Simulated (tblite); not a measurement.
Species: C7H9ClP (charge +1).
Bonds: C1–P2, P2–C3, C3–C4 (aromatic), C4–C5 (aromatic), C5–C6 (aromatic), C6–Cl7, C6–C8 (aromatic), C8–C9 (aromatic), C3–C9 (aromatic). Hydrogens: H10, H11, H12 on C1; H13, H14 on P2; H15 on C4; H16 on C5; H17 on C8; H18 on C9.
Bond orders are those of one Lewis drawing.

Computed with GFN2-xTB (tblite), gas phase: L-BFGS steps from a force-field or distance-geometry start until the largest atomic force falls under 0.01 eV/Å.

Step 0: E = -712.9567 eV
```
atom  x, y, z in Å  |  force x, y, z in eV/Å
C1      2.7491    0.7652   -0.3219   -0.605   0.005   0.120
P2      1.7629   -0.5478    0.4744    0.933  -0.066   0.305
C3      0.0172   -0.3107    0.2110    0.797  -0.157   0.257
C4     -0.6869    0.5488    1.0398   -0.181   0.438   0.732
C5     -2.0375    0.7293    0.8457   -0.434   0.140  -0.169
C6     -2.6656    0.0616   -0.2172   -0.554   0.326   0.235
Cl7    -4.3912    0.3175   -0.4766    1.105  -0.246   0.090
C8     -1.9262   -0.7852   -1.0443   -0.763  -0.222  -0.561
C9     -0.5758   -0.9857   -0.8406   -0.534  -0.188  -0.400
H10     3.7946    0.4356   -0.3158   -0.182   0.332  -0.187
H11     2.6239    1.7361    0.2181    0.132  -0.721  -0.440
H12     2.3177    0.8459   -1.3466    0.584   0.127   0.517
H13     2.0925   -0.5639    1.8607   -0.208  -0.166  -0.845
H14     2.1809   -1.7645   -0.1255   -0.284   0.610   0.512
H15    -0.2121    1.0781    1.8766   -0.043  -0.335  -0.442
H16    -2.5894    1.3986    1.5090    0.100  -0.322  -0.362
H17    -2.4459   -1.2975   -1.8621    0.276   0.233   0.372
H18    -0.0170   -1.6552   -1.4963   -0.140   0.211   0.265
```

Step 1: E = -713.0548 eV
```
atom  x, y, z in Å  |  force x, y, z in eV/Å
C1      2.7405    0.7653   -0.3202   -0.103  -0.218   0.129
P2      1.7763   -0.5488    0.4787    0.385   0.012   0.103
C3      0.0286   -0.3130    0.2147    0.060  -0.016   0.187
C4     -0.6895    0.5551    1.0503   -0.140  -0.270  -0.179
C5     -2.0437    0.7313    0.8433    0.060   0.020  -0.110
C6     -2.6735    0.0663   -0.2139   -0.138  -0.019  -0.081
Cl7    -4.3754    0.3139   -0.4754    0.676  -0.165   0.048
C8     -1.9371   -0.7883   -1.0523   -0.206   0.225   0.196
C9     -0.5834   -0.9884   -0.8463   -0.419   0.232   0.178
H10     3.7920    0.4403   -0.3185   -0.251   0.346  -0.173
H11     2.6258    1.7258    0.2118    0.056  -0.393  -0.241
H12     2.3260    0.8477   -1.3393    0.401   0.125   0.248
H13     2.0895   -0.5663    1.8487   -0.098  -0.159  -0.552
H14     2.1768   -1.7557   -0.1182   -0.171   0.419   0.420
H15    -0.2127    1.0733    1.8703    0.100  -0.068  -0.043
H16    -2.5880    1.3940    1.5038   -0.075  -0.126  -0.185
H17    -2.4420   -1.2941   -1.8568   -0.048  -0.029  -0.066
H18    -0.0190   -1.6522   -1.4925   -0.090   0.086   0.122
```

Step 2: E = -713.1030 eV
```
atom  x, y, z in Å  |  force x, y, z in eV/Å
C1      2.7351    0.7606   -0.3168    0.153  -0.254   0.065
P2      1.7894   -0.5489    0.4825   -0.272   0.113  -0.121
C3      0.0340   -0.3141    0.2201   -0.138  -0.113  -0.031
C4     -0.6934    0.5516    1.0503    0.068  -0.247  -0.140
C5     -2.0447    0.7325    0.8400    0.111  -0.078  -0.141
C6     -2.6794    0.0676   -0.2144    0.178   0.004   0.036
Cl7    -4.3551    0.3091   -0.4738    0.129  -0.071  -0.019
C8     -1.9455   -0.7847   -1.0510   -0.019   0.128   0.146
C9     -0.5952   -0.9844   -0.8446    0.068   0.201   0.317
H10     3.7857    0.4495   -0.3232   -0.074   0.256  -0.140
H11     2.6277    1.7136    0.2044   -0.014  -0.062  -0.021
H12     2.3377    0.8511   -1.3312    0.215   0.099  -0.019
H13     2.0863   -0.5705    1.8324    0.027  -0.143  -0.145
H14     2.1716   -1.7435   -0.1065   -0.041   0.130   0.269
H15    -0.2107    1.0701    1.8670    0.053  -0.050  -0.018
H16    -2.5891    1.3896    1.4980   -0.138  -0.011  -0.078
H17    -2.4415   -1.2935   -1.8563   -0.111  -0.050  -0.115
H18    -0.0217   -1.6492   -1.4885   -0.195   0.146   0.156
```

Step 3: E = -713.1177 eV
```
atom  x, y, z in Å  |  force x, y, z in eV/Å
C1      2.7354    0.7552   -0.3147    0.086  -0.089  -0.004
P2      1.7891   -0.5470    0.4818   -0.338   0.094  -0.120
C3      0.0345   -0.3168    0.2211   -0.118  -0.033   0.041
C4     -0.6933    0.5476    1.0495    0.044  -0.143  -0.063
C5     -2.0439    0.7316    0.8365    0.179   0.023   0.058
C6     -2.6786    0.0687   -0.2132    0.151  -0.051  -0.048
Cl7    -4.3464    0.3064   -0.4737   -0.078  -0.026  -0.036
C8     -1.9493   -0.7823   -1.0496    0.145   0.014   0.063
C9     -0.5974   -0.9805   -0.8395   -0.028   0.064   0.117
H10     3.7828    0.4566   -0.3270    0.112   0.152  -0.106
H11     2.6281    1.7085    0.2016   -0.032   0.005   0.040
H12     2.3451    0.8538   -1.3288    0.151   0.075  -0.090
H13     2.0857   -0.5743    1.8247    0.048  -0.123  -0.010
H14     2.1693   -1.7374   -0.0982    0.000  -0.006   0.184
H15    -0.2095    1.0678    1.8650    0.038  -0.052  -0.014
H16    -2.5915    1.3878    1.4946   -0.099  -0.021  -0.090
H17    -2.4428   -1.2937   -1.8574   -0.081  -0.011  -0.057
H18    -0.0261   -1.6455   -1.4843   -0.180   0.127   0.134
```

Task: Estimate the geometry and energy of step 4. (The exact step hangs on the optimiser's Hessian estimate; all steps are aligned on step 3, rigid shifts and turns removed.)

Result: E = -713.1279 eV, largest force 0.221 eV/Å
```
atom  x, y, z in Å  |  force x, y, z in eV/Å
C1      2.7364    0.7503   -0.3135    0.034   0.069  -0.065
P2      1.7831   -0.5440    0.4793   -0.179   0.035  -0.038
C3      0.0334   -0.3191    0.2232   -0.109  -0.021   0.018
C4     -0.6927    0.5427    1.0487    0.051   0.028   0.107
C5     -2.0400    0.7321    0.8358    0.032   0.006   0.032
C6     -2.6758    0.0686   -0.2135    0.094   0.011   0.011
Cl7    -4.3415    0.3038   -0.4743   -0.137  -0.005  -0.035
C8     -1.9492   -0.7809   -1.0481    0.037  -0.079  -0.084
C9     -0.6005   -0.9773   -0.8348    0.013  -0.032   0.011
H10     3.7834    0.4645   -0.3318    0.204   0.062  -0.060
H11     2.6279    1.7046    0.2002   -0.041   0.027   0.068
H12     2.3536    0.8572   -1.3287    0.101   0.055  -0.123
H13     2.0861   -0.5795    1.8188    0.035  -0.091   0.032
H14     2.1675   -1.7332   -0.0887    0.008  -0.094   0.110
H15    -0.2080    1.0648    1.8629    0.038  -0.055  -0.004
H16    -2.5949    1.3858    1.4901   -0.061  -0.007  -0.069
H17    -2.4449   -1.2937   -1.8586   -0.015   0.042   0.031
H18    -0.0327   -1.6403   -1.4786   -0.102   0.047   0.058
```

The energy changes by -0.0103 eV. The first-order estimate −F·Δx gives -0.0155 eV and the mean of the old and new forces, exact on a quadratic surface, -0.0103 eV. The step makes an angle of 39° with the force vector and moves no atom by more than 0.011 Å.

What follows is the cost of the whole relaxation. Hardware: one thread, Arm Neoverse V2 (aarch64), no GPU, shared host. Cost: 0.39 s wall.
